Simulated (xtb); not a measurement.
C4H11O2 (SMILES C[OH+]CC(C)O), charge +1, singlet, at a GFN2-xTB geometry; xtb 6.7.1 with GFN0-xTB.

Input for xtb:
```
$ xtb mol.xyz --gfn 0 --chrg 1 --json

# file mol.xyz
17

C      2.36661495    -0.12619185     0.24717262
O      1.07480002    -0.25199685     0.88042613
C      0.10937954     0.77036453     0.54592923
C     -0.75192641     0.19441294    -0.61376919
C     -2.17918002     0.69870354    -0.57404255
O     -0.65341053    -1.22418938    -0.47085191
H      2.28582328    -0.07100439    -0.83805283
H      2.94889462    -1.00127445     0.53127219
H      2.85431223     0.76743456     0.63433318
H      0.53921333    -1.06622632     0.43861294
H     -0.49794260     0.92202136     1.44290896
H      0.60261658     1.70361411     0.28107471
H     -0.29008700     0.43189425    -1.57822099
H     -2.74978232     0.28220415    -1.40027805
H     -2.66131296     0.42441196     0.36279328
H     -2.19491570     1.78067518    -0.66519481
H     -1.47726349    -1.58799572    -0.11758277
```

The log (banner, timings and long lists left out):

```
   ID    Z sym.   atoms
    1    6 C      1, 3-5
    2    8 O      2, 6
    3    1 H      7-17

           -------------------------------------------------
          |                Calculation Setup                |
           -------------------------------------------------

           -------------------------------------------------
          |                 G F N 0 - x T B                 |
           -------------------------------------------------

          ...................................................
          :                      SETUP                      :
          :.................................................:
          :  # basis functions                  46          :
          :  # atomic orbitals                  46          :
          :  # shells                           34          :
          :  # electrons                        38          :
          :  electronic temp.          300.0000000     K    :
          :  accuracy                    1.0000000          :
          :  -> integral cutoff          0.2500000E+02      :
          :  -> integral neglect         0.1000000E-07      :
          ...................................................

         :::::::::::::::::::::::::::::::::::::::::::::::::::::
         ::                     SUMMARY                     ::
         :::::::::::::::::::::::::::::::::::::::::::::::::::::
         :: total energy             -19.407185429401 Eh    ::
         :: gradient norm              0.047794044020 Eh/a0 ::
         :: HOMO-LUMO gap              5.894954268499 eV    ::
         ::.................................................::
         :: H0 energy                -20.895883980880 Eh    ::
         :: repulsion energy           0.234368788132 Eh    ::
         :: electrostat energy         1.289099442417 Eh    ::
         :: -> Gsolv                   0.000000000000 Eh    ::
         ::    -> Gsasa                0.000000000000 Eh    ::
         ::    -> Gshift               0.000000000000 Eh    ::
         :: dispersion energy         -0.003999368351 Eh    ::
         :: short-range corr.         -0.030770310720 Eh    ::
         :: add. restraining           0.000000000000 Eh    ::
         :: total charge               1.000000000000 e     ::
         :::::::::::::::::::::::::::::::::::::::::::::::::::::

           -------------------------------------------------
          |                Property Printout                |
           -------------------------------------------------

    * Orbital Energies and Occupations

         #    Occupation            Energy/Eh            Energy/eV
      -------------------------------------------------------------
         1        2.0000           -0.6996896             -19.0395
       ...           ...                  ...                  ...
         7        2.0000           -0.5736943             -15.6110
         8        2.0000           -0.5534959             -15.0614
         9        2.0000           -0.5493095             -14.9475
        10        2.0000           -0.5391848             -14.6720
        11        2.0000           -0.5335228             -14.5179
        12        2.0000           -0.5306579             -14.4399
        13        2.0000           -0.5137959             -13.9811
        14        2.0000           -0.5041599             -13.7189
        15        2.0000           -0.5007794             -13.6269
        16        2.0000           -0.4831648             -13.1476
        17        2.0000           -0.4578623             -12.4591
        18        2.0000           -0.4339353             -11.8080
        19        2.0000           -0.4165144             -11.3339 (HOMO)
        20                         -0.1998788              -5.4390 (LUMO)
        21                         -0.1612235              -4.3871
        22                         -0.1504641              -4.0943
        23                         -0.1401068              -3.8125
        24                         -0.1222122              -3.3256
        25                         -0.1168668              -3.1801
        26                         -0.1001763              -2.7259
        27                         -0.0887798              -2.4158
        28                         -0.0871188              -2.3706
        29                         -0.0812813              -2.2118
        30                         -0.0657439              -1.7890
       ...                                ...                  ...
        46                          0.4087550              11.1228
      -------------------------------------------------------------
                  HL-Gap            0.2166356 Eh            5.8950 eV
             Fermi-level            0.0000000 Eh            0.0000 eV

     #   Z          covCN         q      C6AA      α(0)
     1   6 C        3.629    -0.275    29.659     7.926
     2   8 O        2.461    -0.227    17.578     5.675
     3   6 C        3.678    -0.146    26.304     7.430
     4   6 C        3.720     0.234    19.107     6.317
     5   6 C        3.752    -0.504    35.992     8.658
     6   8 O        1.671    -0.614    25.296     6.804
     7   1 H        0.925     0.192     1.141     1.670
     8   1 H        0.925     0.225     0.979     1.548
     9   1 H        0.925     0.216     1.023     1.582
    10   1 H        0.787     0.338     0.621     1.239
    11   1 H        0.924     0.176     1.230     1.735
    12   1 H        0.925     0.156     1.350     1.817
    13   1 H        0.924     0.132     1.520     1.928
    14   1 H        0.925     0.252     0.870     1.459
    15   1 H        0.925     0.224     0.986     1.552
    16   1 H        0.925     0.230     0.959     1.531
    17   1 H        0.805     0.391     0.501     1.112

 Mol. C6AA /au·bohr⁶  :       1685.290307
 Mol. C8AA /au·bohr⁸  :      36815.260996
 Mol. α(0) /au        :         59.983528

Wiberg/Mayer (AO) data.
largest (>0.10) Wiberg bond orders for each atom

 ---------------------------------------------------------------------------
     #   Z sym  total        # sym  WBO       # sym  WBO       # sym  WBO
 ---------------------------------------------------------------------------
     1   6 C    3.944 --     7 H    0.985     9 H    0.984     8 H    0.983
                             2 O    0.975
     2   8 O    2.908 --     1 C    0.975     3 C    0.965    10 H    0.811
                             6 O    0.102
     3   6 C    3.950 --     4 C    0.980    12 H    0.980    11 H    0.974
                             2 O    0.965
     4   6 C    3.953 --     5 C    1.019     3 C    0.980     6 O    0.978
                            13 H    0.975
     5   6 C    3.978 --     4 C    1.019    14 H    0.980    15 H    0.977
                            16 H    0.975
     6   8 O    2.326 --    17 H    0.979     4 C    0.978    10 H    0.187
                             2 O    0.102
     7   1 H    0.981 --     1 C    0.985
     8   1 H    0.994 --     1 C    0.983
     9   1 H    0.991 --     1 C    0.984
    10   1 H    0.998 --     2 O    0.811     6 O    0.187
    11   1 H    0.996 --     3 C    0.974
    12   1 H    0.983 --     3 C    0.980
    13   1 H    0.999 --     4 C    0.975
    14   1 H    0.985 --     5 C    0.980
    15   1 H    0.981 --     5 C    0.977
    16   1 H    0.981 --     5 C    0.975
    17   1 H    0.980 --     6 O    0.979
 ---------------------------------------------------------------------------

Topologies differ in total number of bonds
Writing topology from bond orders to xtbtopo.mol

 dipole moment from electron density (au)
     X       Y       Z
   0.8616  -0.4536   0.8540  total (Debye):    3.292

           -------------------------------------------------
          | TOTAL ENERGY              -19.407185429401 Eh   |
          | GRADIENT NORM               0.047794044020 Eh/α |
          | HOMO-LUMO GAP               5.894954268499 eV   |
           -------------------------------------------------

normal termination of xtb
```
